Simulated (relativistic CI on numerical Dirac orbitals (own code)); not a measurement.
**Spin-allowed bands of a d8 ion in a tetrahedral site, by hand**

Problem. Take Δ = 8000 cm⁻¹ and B = 990 cm⁻¹ for a d8 ion in a tetrahedral site. Calculate the three spin-allowed bands.

Working.
1. The terms of highest spin are 3F (energy 0) and 3P (15B = 14850 cm⁻¹). Here the F term splits into A2 at +1.2Δ = 9600, T2 at +0.2Δ = 1600 and T1 at −0.6Δ = -4800 cm⁻¹.
2. The two T1 states mix through the element 0.4Δ: H = [[-4800, 3200], [3200, 14850]], with roots ½(H₁₁ + H₂₂) ∓ ½√[(H₂₂ − H₁₁)² + 4H₁₂²] = ½(10050) ∓ ½(20666) = -5308 and 15358 cm⁻¹.
3. The ground term is 3T1 at -5308 cm⁻¹.
4. Bands: 3T2 6908 cm⁻¹ (1448 nm), 3A2 14908 cm⁻¹ (671 nm), 3T1(P) 20666 cm⁻¹ (484 nm).

Check. Exact diagonalisation of the whole d8 shell with these parameters gives 3T2 6908, 3A2 14908, 3T1 20666 cm⁻¹. The match is exact, since without spin-orbit coupling no other term has this spin. The ratio of the second band to the first, 2.158, depends on Δ/B = 8.1 alone, which is how a Tanabe-Sugano diagram is read.
